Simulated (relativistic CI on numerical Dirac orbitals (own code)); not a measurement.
**Sc II: q coefficients and field-shift factors**

Calculated at this level of theory: Dirac-Coulomb-Breit CI, orbitals from a KLI potential per configuration, valence Slater integrals scaled by 0.85, P86 correlation energy added to each configuration, derivatives by finite differences, QED left out (own radial code, finite nucleus).

Configurations in the expansion (outside the closed core [Ar]): 3d 4s, 3d2, 4s2, 3d 4p, 3d 4d, 4s 4p, 3d 4f, 3d 5s. Levels of other configurations are missing.

With x = (α/α₀)² − 1 an excitation energy changes as ω = ω₀ + qx; K = 2q/ω₀ is the relative enhancement. Terms are leading LS components, so labels can repeat. The field-shift factor is F = δν/δ⟨r²⟩ for the transition from the lowest level.

Lowest level 3d 4s 3D_1.

| Level | ω₀ (cm⁻¹) | q (cm⁻¹) | K | F (GHz/fm²) |
| --- | --- | --- | --- | --- |
| 3d 4s 3D_2 | 56.4 | 52.54 | 1.86 | 0.000653 |
| 3d 4s 3D_3 | 145.9 | 140 | 1.92 | 0.00181 |
| 3d 4s 1D_2 | 3077.1 | 255.4 | 0.166 | -0.0804 |
| 3d2 3F_2 | 5092.2 | 1251 | 0.492 | -0.597 |
| 3d2 3F_3 | 5146.5 | 1303 | 0.506 | -0.596 |
| 3d2 3F_4 | 5216.7 | 1369 | 0.525 | -0.594 |
| 3d2 1D_2 | 13178.0 | 1201 | 0.182 | -0.548 |
| 3d2 3P_0 | 13353.5 | 1223 | 0.183 | -0.567 |
| 3d2 3P_1 | 13372.1 | 1243 | 0.186 | -0.568 |
| 3d2 3P_2 | 13410.4 | 1286 | 0.192 | -0.566 |
| 4s2 1S_0 | 14264.4 | -1270 | -0.178 | 0.643 |
| 3d2 1G_4 | 15621.2 | 1222 | 0.156 | -0.559 |
| 3d 4p 1D°_2 | 25057.7 | 506.9 | 0.0405 | -0.291 |

Correlation outside the listed configurations is missing or only estimated: errors of thousands of cm⁻¹ between configurations and terms are usual at this charge. Rates and lifetimes follow the computed energies and can be off by large factors. The fine structure of a lone outer electron comes out too small, for d and f at times inverted, and misplaced configurations move strength between like terms.
